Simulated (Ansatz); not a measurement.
`CB(Cl)[SeH]` at its PBE0-D4/def2-TZVP geometry, where that method's forces vanish. Total charge 0; spin multiplicity 1.

```xyz
8

C    -0.5353   -0.2989    0.7035
B     0.4638   -0.3112   -0.4890
Cl    1.1671   -1.8384   -1.0173
Se    1.0330    1.2372   -1.4916
H    -1.3916   -0.9405    0.4691
H    -0.0611   -0.7414    1.5858
H    -0.9062    0.6916    0.9671
H     0.2303    2.2015   -0.7277
```

Task: What forces (eV/Å) does B3LYP-D4/def2-TZVPP give on these atoms in the Gaussian-basis code of Ansatz? (Best estimate.)

Result: Computed: 
```
C1  -0.050 -0.010  0.061
B2  -0.076  0.018  0.087
Cl3  0.083 -0.204 -0.058
Se4  0.064  0.133 -0.104
H5   0.025  0.035  0.025
H6  -0.034  0.027 -0.024
H7   0.010 -0.055 -0.002
H8  -0.022  0.056  0.015
```

B3LYP here is the variant with VWN-RPA as its local correlation; programs differ in this.
